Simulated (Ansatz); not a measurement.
`CB(N)P` + `N=C(O)O` → `OC(O)=NP` + `CBN`  (cleavage of the P–B bond)

Program: Ansatz. Geometries: PBE0-D4/def2-TZVP. ΔE: electronic, gas phase. CBS: MP2 limit from def2 TZ/QZ plus the TZ coupled-cluster correction, frozen cores. DFT in def2-TZVPP. Each species was taken in one conformer, which may not be the lowest.

| level | ΔE (kJ/mol) |
| --- | --- |
| LDA (SPW92) | 20.1 |
| CAM-B3LYP-D4 | 18.2 |
| ωB97M-V | 20.6 |
| B2PLYP | 19.7 |
| PBE0 | 25.0 |
| BHLYP | 17.3 |
| CCSD/def2-TZVPP | 26.2 |
| MP2/CBS(def2) | 22.8 |

(1) What does CCSD(T)/CBS give? (Best estimate.)

(2) What do rigid-rotor, harmonic-oscillator terms from PBE0-D4/def2-TZVP frequencies (298.15 K, 1 bar) make of the CCSD(T)/CBS value? (Estimate.)

Largest T1 diagnostic among the species: 0.014.

## Answers

(1) Computed: +25.5 kJ/mol. The listed levels differ from it by -5.4, -7.3, -4.9, -5.8, -0.5, -8.2, 0.7, -2.7 kJ/mol.

(2) Computed: ΔZPE = -2.3 kJ/mol, ΔH = +22.3 kJ/mol, ΔS = -11 J/(mol·K), ΔG = +25.6 kJ/mol.

Leaving LDA and LC-ωPBE aside and taking each functional with its dispersion term where it has one, the values, not all of them listed here, spread over 10.2 kJ/mol, from CAM-B3LYP-D4 to B97M-V. LDA lies −4.5 kJ/mol from PBE without D4. In def2-TZVPP, CCSD(T) changes the Hartree–Fock value by +10.4 kJ/mol (the triples alone add −0.4 kJ/mol) and MP2 by +7.7 kJ/mol.
